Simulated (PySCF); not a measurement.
**Field gradients at the hydrogen positions**

Compound: 1,1,1-trifluorobutane, C4H7F3.
Cartesian coordinates in Å at the GFN2-xTB level; atoms count from 1:
```xyz
14
C4H7F3 angstrom
C      1.9608   -0.0148   -0.0426
C      0.5369   -0.5526   -0.0019
C     -0.4743    0.5591   -0.2854
C     -1.8941    0.0379   -0.2492
F     -2.7932    1.0065   -0.4950
F     -2.1165   -0.9227   -1.1596
F     -2.2206   -0.4863    0.9423
H      2.0966    0.7640    0.7037
H      2.6707   -0.8120    0.1592
H      2.1833    0.4037   -1.0212
H      0.3325   -0.9818    0.9808
H      0.4203   -1.3427   -0.7459
H     -0.3965    1.3512    0.4617
H     -0.3067    0.9901   -1.2741
```

Level: B3LYP/pcJ-1 (PySCF, non-relativistic); Q(2H) = 0.00286 b; rigid geometry, the same for H and D, with no vibrational averaging.

Tabulate Vzz, the asymmetry η and χzz = 234.96 MHz × Q × Vzz for every hydrogen position.

```tsv
atom	bonded to	bond length (Å)	Vzz (au)	η	χzz (kHz)
H8	C1	1.087	0.3039	0.03	204
H9	C1	1.086	0.3060	0.02	206
H10	C1	1.087	0.3038	0.03	204
H11	C2	1.092	0.2891	0.03	194
H12	C2	1.092	0.2892	0.03	194
H13	C3	1.092	0.2878	0.05	193
H14	C3	1.092	0.2880	0.05	194
```

Geometry: GFN2-xTB, one conformer, isolated molecule. GFN2-xTB bond lengths can be off by several hundredths of an ångström, more for odd bonds, and the gradients follow them. With a basis this small, the couplings can be 20 % off.
